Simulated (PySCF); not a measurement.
Excitation energy of P²⁺ by level of theory

P²⁺ [Ne] 3s2 3p1 (2P) → P²⁺ [Ne] 3s1 3p2 (4P), as a difference of total energies. Calculation: PySCF 2.14, in aug-cc-pwCVDZ; no relativity, point nucleus. Correlated levels: valence: [Ne] frozen. The calculations carry no spin-orbit coupling.

```csv
method,excitation energy (eV)
UHF,5.442
MP2 (valence),6.291
SCS-MP2 (valence),6.604
CCSD (valence),6.717
CCSD(T) (valence),6.735
CCSDT (valence),6.743
```

**Question.** How much does correlation contribute at CCSD(T) (valence)?

**Answer.** 6.735 − (5.442) = 1.293 eV, measured against UHF.

A first-order spin-orbit estimate (lowest level to lowest level, LS coupling) adds 0.005 eV.
